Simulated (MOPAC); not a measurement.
Job for MOPAC: AM1 on H3NOPb (SMILES [NH2][Pb][OH]), a point of a torsion scan.

```
AM1 1SCF PRECISE CHARGE=0 THREADS=1
H3NOPb

N     -1.25497006 1    -0.01035598 1     0.16824041 1
Pb     0.43269445 1    -1.12646199 1     0.83560544 1
O      1.90705561 1    -0.14340471 1    -0.37094512 1
H     -2.20668024 1    -0.14479953 1     0.47126101 1
H     -1.26413999 1     0.74021670 1    -0.50242405 1
H      1.82449130 1     0.76574559 1    -0.64017987 1
```

It printed:

```
*******************************************************************************
 **                                                                           **
 **                              MOPAC v23.2.5                                **
 **                                                                           **
 *******************************************************************************
 ** MOPAC's Digital Object Identifier: https://doi.org/10.5281/zenodo.6511958 **
 **                                                                           **
 ** Please cite the open-source release paper for use of this MOPAC version:  **
 ** J. E. Moussa and J. J. P. Stewart (2026)                                  **
 ** MOPAC: An open-source semiempirical molecular orbital program             **
 ** J. Open Source Softw., 11(119), 8025, https://doi.org/10.21105/joss.08025 **
 *******************************************************************************

                              AM1 CALCULATION RESULTS

 *******************************************************************************
 *  AM1        - The AM1 Hamiltonian to be used
 *
 *
 *
 *                 CHARGE ON SYSTEM = 0
 *
 *
 *
 *  PRECISE    - TIGHTER CRITERIA TO BE USED
 *  1SCF       - DO 1 SCF AND THEN STOP
 *  THREADS=1  - MULTI-THREADING NOT USED
 *  T=         - A TIME OF 172800.0 SECONDS REQUESTED
 *  DUMP=N     - RESTART FILE WRITTEN EVERY 7200.0 SECONDS REQUESTED
 *******************************************************************************
AM1 1SCF PRECISE CHARGE=0 THREADS=1
 H3NOPb

   ATOM   CHEMICAL          X               Y               Z
  NUMBER   SYMBOL      (ANGSTROMS)     (ANGSTROMS)     (ANGSTROMS)

     1       N         -1.25497006  *  -0.01035598  *   0.16824041  *
     2      Pb          0.43269445  *  -1.12646199  *   0.83560544  *
     3       O          1.90705561  *  -0.14340471  *  -0.37094512  *
     4       H         -2.20668024  *  -0.14479953  *   0.47126101  *
     5       H         -1.26413999  *   0.74021670  *  -0.50242405  *
     6       H          1.82449130  *   0.76574559  *  -0.64017987  *



          CARTESIAN COORDINATES

    NO.       ATOM           X           Y           Z

     1         N         -1.2550     -0.0104      0.1682
     2        Pb          0.4327     -1.1265      0.8356
     3         O          1.9071     -0.1434     -0.3709
     4         H         -2.2067     -0.1448      0.4713
     5         H         -1.2641      0.7402     -0.5024
     6         H          1.8245      0.7657     -0.6402

  H: (AM1): M.J.S. DEWAR ET AL, J. AM. CHEM. SOC. 107 3902-3909 (1985)
  N: (AM1): M.J.S. DEWAR ET AL, J. AM. CHEM. SOC. 107 3902-3909 (1985)
  O: (AM1): M.J.S. DEWAR ET AL, J. AM. CHEM. SOC. 107 3902-3909 (1985)
 Pb: (AM1): J. J. P. STEWART, J. MOL. MOD., 10, 155-164 (2004)

           Empirical Formula: H3 N O Pb  =     6 atoms



      MOLECULAR POINT GROUP   :   C1


      RHF CALCULATION, NO. OF DOUBLY OCCUPIED LEVELS = 9


 -------------------------------------------------------------------------------
 AM1 1SCF PRECISE CHARGE=0 THREADS=1
 H3NOPb



     1SCF WAS SPECIFIED, SO BFGS WAS NOT USED
     SCF FIELD WAS ACHIEVED


                              AM1 CALCULATION
                                                       MOPAC v23.2.5 Linux




          FINAL HEAT OF FORMATION =        -25.44050 KCAL/MOL =    -106.44307 KJ/MOL


          COSMO AREA              =        102.95 SQUARE ANGSTROMS
          COSMO VOLUME            =         87.72 CUBIC ANGSTROMS

          IONIZATION POTENTIAL    =          9.169288 EV
          HOMO LUMO ENERGIES (EV) =         -9.169 -0.754
          NO. OF FILLED LEVELS    =          9
          MOLECULAR WEIGHT        =        240.2298         POINT GROUP:  C1

          MOLECULAR DIMENSIONS (Angstroms)

            Atom       Atom       Distance
            H     6    H     4     4.27957
            H     5   Pb     2     2.72494
            O     3    H     4     0.35207


          SCF CALCULATIONS        =          1





   ATOM   CHEMICAL          X               Y               Z
  NUMBER   SYMBOL      (ANGSTROMS)     (ANGSTROMS)     (ANGSTROMS)

     1       N         -1.25497006  *  -0.01035598  *   0.16824041  *
     2      Pb          0.43269445  *  -1.12646199  *   0.83560544  *
     3       O          1.90705561  *  -0.14340471  *  -0.37094512  *
     4       H         -2.20668024  *  -0.14479953  *   0.47126101  *
     5       H         -1.26413999  *   0.74021670  *  -0.50242405  *
     6       H          1.82449130  *   0.76574559  *  -0.64017987  *

                             CARTESIAN COORDINATES

   1    N       -1.254970060    -0.010355980     0.168240410
   2   Pb        0.432694450    -1.126461990     0.835605440
   3    O        1.907055610    -0.143404710    -0.370945120
   4    H       -2.206680240    -0.144799530     0.471261010
   5    H       -1.264139990     0.740216700    -0.502424050
   6    H        1.824491300     0.765745590    -0.640179870


           Empirical Formula: H3 N O Pb  =     6 atoms



      MOLECULAR POINT GROUP   :   C1


                  EIGENVALUES
 -33.27636 -30.78195 -18.20406 -15.21821 -14.68358 -11.42569 -10.57866 -10.04973
  -9.16929  -0.75382   0.07222   0.56205   5.89800   6.70283   7.48274


              NET ATOMIC CHARGES AND DIPOLE CONTRIBUTIONS

  ATOM NO.   TYPE          CHARGE      No. of ELECS.   s-Pop       p-Pop
    1          N          -0.706563        5.7066     1.58800     4.11857
    2         Pb           0.998593        3.0014     1.89479     1.10661
    3          O          -0.737072        6.7371     1.84932     4.88776
    4          H           0.130285        0.8697     0.86971
    5          H           0.134161        0.8658     0.86584
    6          H           0.180597        0.8194     0.81940
 DIPOLE           X         Y         Z       TOTAL
 POINT-CHG.    -1.030    -3.810     4.166     5.738
 HYBRID        -1.189     2.898    -1.904     3.666
 SUM           -2.219    -0.911     2.262     3.297


          ATOMIC ORBITAL ELECTRON POPULATIONS

     Atom    s        px        py        pz
    1  N   1.58800   1.20854   1.44047   1.46956
    2 Pb   1.89479   0.27039   0.45021   0.38601
    3  O   1.84932   1.81417   1.28442   1.78917
    4  H   0.86971
    5  H   0.86584
    6  H   0.81940

 **********************
 *                    *
 * JOB ENDED NORMALLY *
 *                    *
 **********************




 == MOPAC DONE ==
```

The run finished.

Cost: about 0.010 core-seconds (a rough figure).
